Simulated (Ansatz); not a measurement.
A made-up structure of SnH2F (charge +1), closed shell:

```xyz
4
angstrom
F -1.8050 -0.3942 0.4027
Sn 0.1856 0.0405 -0.0414
H 1.3092 -1.3343 0.5794
H 0.3102 1.6879 -0.9407
```

It is relaxed with PBE-D4/def2-SVP and then PBE0-D4/def2-TZVP (Ansatz 0.2.0). Atoms count as bonded within 1.22 times the sum of their covalent radii (H–H: 0.88 Å). The end point is not checked to be a true minimum.

Task: Does its bonding change? (Judge from chemistry; the calculation decides.)

Result: Computed: No: no bond forms or breaks.

Where it ends: The first stage lowers the energy by 0.60 eV in 4 steps. It ends as SnH₂F ([F][SnH2]), total charge +1:
```
atom    x (Å)    y (Å)    z (Å)
  F1  -1.6123  -0.3521   0.3597
 Sn2   0.1652   0.0361  -0.0369
  H3   1.1694  -1.1908   0.5170
  H4   0.2776   1.5068  -0.8398
```

Labels in which every atom is bracketed show which atoms are joined, not bond orders.

For scale, one of the runs: PBE0-D4/def2-TZVP relaxation, 93 basis functions, launched by `ansatz run in.yaml --threads 2 --pin off --events-out ev --progress --plain --max-ram 4352MiB`. The run took about 6 s on 2 CPU threads of an Arm Neoverse V1 (shared host).
